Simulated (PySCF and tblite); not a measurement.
Results of a calculation; reference values are marked as such.
C₈H₈GeO₂S₂, numbered as in [CH3:1][O:2][C:3](=[O:4])[c:5]1[cH:6][c:7]2[s:8][cH:9][c:10]([GeH3:11])[c:12]2[s:13]1.

Search: ETKDG and KDG, UFF, GFN2-xTB, 90 starts; geometries at GFN2-xTB. Free energies are B3LYP-D3(BJ)/def2-SVP single points with GFN2-xTB rigid-rotor and vibrational terms (modes under about 100 cm⁻¹ blended into free rotors). Symmetry numbers and mirror images are counted. Conformers within 2.5 kcal/mol (GFN2-xTB free energy) were kept, 3 at most. Run with PySCF (density fitting) and tblite.

Rotational constants are equilibrium values for the commonest isotopes; dipoles come from the energy level named.

Torsions listed: C1–O2–C3–O4, O2–C3–C5–S13.

```json
{"conformer": "1", "shape": "0°, 0°", "symmetry": "Cs"}
{"conformer": "2", "shape": "0°, 179°", "symmetry": "Cs"}
```

Task: Give the rotational constants and dipole components, as needed to look for these species in a jet-cooled rotational spectrum.

Result: 
| conformer | A (MHz) | B (MHz) | C (MHz) | abs μa (D) | abs μb (D) | abs μc (D) | κ | Ic−Ia−Ib (u Å²) |
| --- | --- | --- | --- | --- | --- | --- | --- | --- |
| 1 | 812 | 261 | 198 | 1.47 | 1.08 | 0.02 | -0.80 | -9.1 |
| 2 | 927 | 242 | 192 | 0.32 | 2.21 | 0.05 | -0.87 | -9.2 |

Task: Which type of transition is strongest for conformer 1?

Result: a-type, since that component is clearly the largest; the top is asymmetric (κ = -0.80).

The minima are those of GFN2-xTB; planar forms about aryl–S or allylic bonds may be saddles in DFT.


Conformer gaps in def2-SVP on xTB geometries can be 2 kcal/mol too large for S=O, P=O and other polar bonds.